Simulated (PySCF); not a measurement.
# CoH₃⁻, quartet: data card

Computed with PySCF, UPBE0, basis Co def2-TZVPD, H def2-TZVPD (no relativity, density fitting).

The structure is a saddle point with 1 imaginary mode.

```json
{"Point group": "D3h", "Bond lengths": "Co–H 1.657 Å (×3)", "Bond angles": "H–Co–H 120.0° (×3)", "Zero-point energy (real modes)": "32.8 kJ/mol", "Lowest empty level (β)": "3.66 eV", "Rotational constants": "4.062, 4.062, 2.031 cm⁻¹", "Dipole moment about the centre of mass": "0.00 D", "Spin squared ⟨S²⟩": "3.765", "Principal polarisabilities": "51.0, 63.7, 63.7 bohr³", "Principal quadrupole moments (Buckingham, traceless) about the centre of mass": "-5.55, -5.54, 11.09 D Å", "Highest occupied level (α)": "-0.93 eV"}
```

Harmonic modes (masses in u: Co 58.933, H 1.008):
```tsv
symmetry	ω (cm⁻¹)	IR (km/mol, summed over degenerate members)	μ (u)	type
a2''	647i	–	1.06	bend
e'	515	261	1.03	bend
e'	1463	1847	1.03	stretch
a1'	1524	0.0	1.01	stretch
```

In D3h the vibrations span a2'' + 2e' + a1'. The a1' mode carries no infrared intensity, as symmetry demands.

Charges (e); Mulliken and Löwdin values are unreliable with diffuse functions:
| atom | Mulliken | Löwdin | polar tensor | spin (Mulliken) | Mayer order to Co1 |
| --- | --- | --- | --- | --- | --- |
| Co1 | -0.70 | -0.23 | 0.73 | 2.89 | – |
| H2,3,4 | -0.10 | -0.26 | -0.58 | 0.04 | 0.96 |

Mulliken populations on Co1: s 7.14, p 13.10, d 7.46, f 0.00.

Outer orbital energies (eV). α occupied: -5.28, -5.28, -5.03, -3.45, -3.45, -3.29, -0.93, -0.93; empty: 3.96, 5.33, 5.33, 5.66. β occupied: -3.47, -2.04, -2.04, -1.78, -1.78; empty: 3.66, 3.66, 4.22, 4.30.

This need not be the most stable arrangement of these atoms. Open d and f shells are described by one determinant, and the ground state may have another occupation or spin. The lowest empty level of this anion is unbound, so it and the gap depend on the basis.

The final relaxation and frequency run took of the order of 30 core-seconds on a shared host.
